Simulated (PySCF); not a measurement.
Simulated outer-valence photoelectron spectrum of `[NH2][GeH]([NH2])[PH2]`. Method used: EOM-IP-CCSD/aug-cc-pVDZ in PySCF, restricted Hartree–Fock reference, frozen core, non-relativistic, gas phase, PBE0-D3(BJ)/def2-SVP geometry.

Each root has a Gaussian of 0.5 eV full width with its one-hole share as area; cross sections and vibrations are left out, and the highest printed point is 100.

```tsv
ionisation energy (eV)	intensity
8.2	1
8.4	7
8.6	37
8.8	79
9.0	71
9.2	34
9.4	45
9.6	81
9.8	65
10.0	22
10.2	10
10.4	35
10.6	78
10.8	78
11.0	66
11.2	84
11.4	67
11.6	23
11.8	3
12.0	1
12.2	6
12.4	35
12.6	81
12.8	99
13.0	100
13.2	93
13.4	84
13.6	89
13.8	56
14.0	16
14.2	2
14.4	0
14.6	0
14.8	0
15.0	0
15.2	0
15.4	0
15.6	1
15.8	10
16.0	46
16.2	82
16.4	61
16.6	19
16.8	2
```

Q: Where are the maxima, and how many lines lie under the curve?

A: 7 maxima, at 8.9, 9.7, 10.7, 11.2, 13.0, 13.6 and 16.2 eV, from 8 lines. At this width some lines have no maximum of their own.

Q: List the lines with their holes.

A: 
```csv
E (eV),leading hole (HF orbital),area,Koopmans (eV)
8.87,HOMO,0.95,9.52
9.65,HOMO-1,0.94,10.94
10.68,HOMO-2,0.94,11.53
11.26,HOMO-3,0.94,12.27
12.68,HOMO-4,0.94,13.67
13.11,HOMO-5,0.94,14.30
13.61,HOMO-6,0.94,14.68
16.23,HOMO-7,0.95,17.49
```

The widest gap, 2.62 eV, lies between 13.61 and 16.23 eV. Only orbitals with −ε under 21 eV, eight at most, were ionised, so the high end of the curve may lack lines.

The run took 9.3 min of wall time on one thread, Arm Neoverse V1 (shared host).

Shape of the structure used: `[NH2:1][GeH:2]([NH2:3])[PH2:4]`: H–N1–Ge2–N3 -170°, H–N1–Ge2–N3 62°, H–N3–Ge2–N1 -173°, H–N3–Ge2–N1 60°, H–P4–Ge2–N1 36°, H–P4–Ge2–N1 -57°.

One conformer stands for the species.
